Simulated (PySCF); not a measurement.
Exercise with solution: chemical shift, span and skew from a shielding tensor

Ga(H)(Cl)(OMe) (CH4ClGaO), SMILES C[O][GaH][Cl]. Atoms are numbered in the order given.

```xyz
8

Ga    -0.4658    -0.0563     0.0000
H     -2.0055     0.1377     0.0000
Cl     0.4723    -1.9758     0.0000
O      0.6927     1.2834     0.0000
C      0.3477     2.6385     0.0000
H      0.7665     3.1397    -0.8904
H      0.7665     3.1397     0.8904
H     -0.7450     2.8209     0.0000
```
Charge 0, spin multiplicity 1.

Geometry: PBE0-D3(BJ)/def2-SVP. The structure was generated by enumeration; whether it is a known compound was not checked. One conformer was computed; it need not be the lowest.

GIAO shieldings from PySCF with PBE0/pcSseg-1, non-relativistic, no solvent. The symmetric part of the tensor of C5 has the principal values 96.2, 103.2, 182.0 ppm. The same nucleus in TMS has σ = 186.3 ppm at this level (PySCF, at its B3LYP-D3(BJ)/def2-TZVP geometry). Without spin–orbit terms, shifts of atoms bonded to Cl or Br come out too high.

Question: Work out the isotropic shielding, the ¹³C shift against TMS, the span and the skew.

Answer: 
σ(iso) = (σ11 + σ22 + σ33)/3 = 127.1 ppm. δ = σ(ref) − σ(iso) = 186.3 − (127.1) = 59.2 ppm.
Span Ω = σ33 − σ11 = 85.8 ppm. Skew κ = 3(σ(iso) − σ22)/Ω = 0.84. Tumbling in solution averages the tensor to δ; in a static solid the shielding alone would spread this spin-1/2 line over Ω.
